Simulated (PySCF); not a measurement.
Si(OSiH3)2(NHSiH3)(Cl) (ClH10NO2Si4), SMILES Cl[Si](O[SiH3])(N[SiH3])O[SiH3]. Atoms are numbered in the order given.

```xyz
18

Si    -2.2741    -2.0387     0.7071
N     -0.5470    -1.7651     0.5614
Si     0.1740    -0.2936     0.1040
Cl     0.9401    -0.3054    -1.8352
O      1.4373     0.0863     1.0751
Si     2.9166     0.8637     1.0022
O     -1.0253     0.8247     0.1373
Si    -1.6531     2.0824    -0.7698
H     -2.4638    -3.5107     0.8610
H     -2.9862    -1.5676    -0.5163
H     -2.8737    -1.3509     1.8889
H      0.0660    -2.5373     0.8107
H      2.7825     2.1680     0.2910
H      3.9089     0.0064     0.2940
H      3.3622     1.0972     2.4020
H     -2.7434     2.6998     0.0315
H     -0.5924     3.0946    -1.0432
H     -2.1969     1.5667    -2.0577
```
Charge 0, spin multiplicity 1.

The structure is a stationary point at r2SCAN-D4/def2-SVP. Other conformers were not sampled.

Level of theory: PySCF with M06-2X/def2-SVP.

Atomic charges (e):

```csv
atom,Löwdin,IAO,Mulliken
Si1,0.49,___,0.53
N2,-0.36,-0.95,-0.58
Si3,0.48,___,1.02
Cl4,-0.09,-0.35,-0.31
O5,-0.35,___,-0.59
Si6,0.51,0.89,0.62
O7,-0.35,___,-0.61
Si8,0.51,0.88,0.62
H9,-0.10,-0.13,-0.10
H10,-0.10,-0.14,-0.10
H11,-0.10,-0.15,-0.09
H12,0.09,___,0.18
H13,-0.10,-0.15,-0.10
H14,-0.10,-0.15,-0.10
H15,-0.10,-0.14,-0.10
H16,-0.10,-0.14,-0.10
H17,-0.10,-0.15,-0.10
H18,-0.10,-0.14,-0.09
```

What belongs in the gaps? (The exact figures need the calculation; the answer reports its results.)


- Si1, IAO: 0.78
- Si3, IAO: 1.50
- O5, IAO: -0.87
- O7, IAO: -0.88
- H12, IAO: 0.28

Give the Mayer and Wiberg (Löwdin basis) orders of the bonds. (Estimate from the structure and the level; the computed values follow.)


| bond | Mayer | Wiberg |
|---|---|---|
| Si1–N2 | 0.98 | 1.11 |
| N2–Si3 | 1.12 | 1.22 |
| Si3–Cl4 | 0.98 | 1.23 |
| Si3–O5 | 1.09 | 1.28 |
| O5–Si6 | 0.95 | 1.18 |
| Si3–O7 | 1.04 | 1.25 |
| O7–Si8 | 0.94 | 1.17 |
| Si1–H9 | 0.95 | 0.97 |
| Si1–H10 | 0.95 | 0.97 |
| Si1–H11 | 0.94 | 0.97 |
| N2–H12 | 0.92 | 1.02 |
| Si6–H13 | 0.95 | 0.97 |
| Si6–H14 | 0.95 | 0.97 |
| Si6–H15 | 0.95 | 0.97 |
| Si8–H16 | 0.95 | 0.97 |
| Si8–H17 | 0.95 | 0.97 |
| Si8–H18 | 0.95 | 0.97 |
